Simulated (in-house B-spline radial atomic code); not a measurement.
Whole-atom quantities along the 58-electron series, configuration 1s2 2s2 2p6 3s2 3p6 3d10 4s2 4p6 4d10 4f5/2(6) 4f7/2(5) 5s1. Breit and QED terms are first order and not part of the total energy; the density at the nucleus is averaged over the nuclear charge. Computed with a B-spline radial code for spherical atoms: Dirac-Hartree-Fock, jj configuration that fills j = l - 1/2 first, finite nuclei.

```tsv
ion	Z	E/Z² (Eh)	Σ<r²> (bohr²)	n(0)/Z³ (bohr⁻³)	Lamb diamagnetic shielding (ppm)	repulsion over attraction	Breit energy (eV)	self-energy (eV)	vacuum polarisation (eV)
Hf14+	72	-2.898	11.416	2.9846	9068.33	0.13478	416.23	343.04	-60.087
Ta15+	73	-2.916	10.74	3.103	9253.2	0.13332	436.61	361.59	-64.251
W16+	74	-2.9339	10.13	3.2255	9439.81	0.13186	457.72	380.97	-68.673
```
